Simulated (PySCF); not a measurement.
# Computed records: AlBH4

Computed with PySCF 2.14.0. Calculation on a computer-drawn molecule: vertical ionisation energy to the stated ion spin, frozen-core CCSD(T) at the basis limit and cheaper methods, single-reference cases, UHF for radicals, no spin-orbit; all values are single points at the evaluated structure, the first of each entry, which is the reference or a displaced copy of it and isn't optimised; the reference structure only sets the zero of the energies above reference; triples share is (T) over the correlation energy.

AlBH4

Evaluated structure:
```xyz
6
AlBH4
B      0.1638     1.6841     1.6746
Al     0.1243     2.4439    -0.3442
H     -0.7576     1.1120     2.1632
H      1.1284     1.8022     2.3829
H      0.6083     1.5624    -1.5629
H     -0.3970     3.9133    -0.6375
```

Reference structure:
```xyz
6
AlBH4
B      0.1652     1.6823     1.6614
Al     0.1286     2.4493    -0.3451
H     -0.7665     1.0948     2.1502
H      1.1190     1.8054     2.3875
H      0.6164     1.5641    -1.5695
H     -0.3870     3.9194    -0.6508
```

Settings of this run: charge 0, multiplicity 1, ion multiplicity 2, diffuse functions no, basis cc-pV(n+d)Z, reference is the Hartree-Fock double-zeta minimum, best is HF at quadruple zeta + MP2 correlation extrapolated from triple and quadruple zeta + CCSD(T) minus MP2 at triple zeta and basis step is the size of the change from the same recipe one zeta lower.

Drawn bonds:
```
atom  other atom  order
   1           2      1
   1           3      1
   1           4      1
   2           5      1
   2           6      1
```

To be estimated
1. What dipole magnitude B3LYP at triple zeta does the calculation give for AlBH4?
2. Give the missing ion spin squared at triple zeta for AlBH4.

Calculated values
1. 0.339 debye
2. 0.7648

Further results for AlBH4:

* ionisation energy best: 9.943 eV
* ionisation energy basis step: 0.02489 eV
* energy above reference best: 0.06685 kcal/mol
* energy above reference basis step: 0.02559 kcal/mol
* ionisation energy Koopmans at triple zeta: 10.16 eV
* ionisation energy EOM CCSD at triple zeta: 9.924 eV
* total energy HF triple zeta: -268.8873 hartree
* total energy CCSD(T) triple zeta: -269.1136 hartree
* total energy best: -269.1387 hartree
* T1 diagnostic at triple zeta: 0.01004
* D1 diagnostic at triple zeta: 0.01902
* ion T1 diagnostic at triple zeta: 0.02063
* ion D1 diagnostic at triple zeta: 0.0664
* triples share at triple zeta: 0.024
* basis functions triple zeta: 125
* dipole magnitude HF at triple zeta: 0.4142 debye
* dipole magnitude CCSD unrelaxed at triple zeta: 0.3367 debye
* dipole magnitude PBE at triple zeta: 0.292 debye
* dipole magnitude r2SCAN at triple zeta: 0.326 debye
* dipole magnitude wB97X at triple zeta: 0.4052 debye

Triple zeta:
```
 method  ionisation energy (eV)  energy above reference (kcal/mol)
     HF                   8.963                           -0.01752
    PBE                    9.54                             0.1973
 r2SCAN                   9.595                              0.116
  B3LYP                   9.732                            0.05361
  wB97X                   9.806                            0.07923
    MP2                   9.815                           0.006716
   CCSD                   9.821                            0.05912
CCSD(T)                    9.85                             0.0728
```
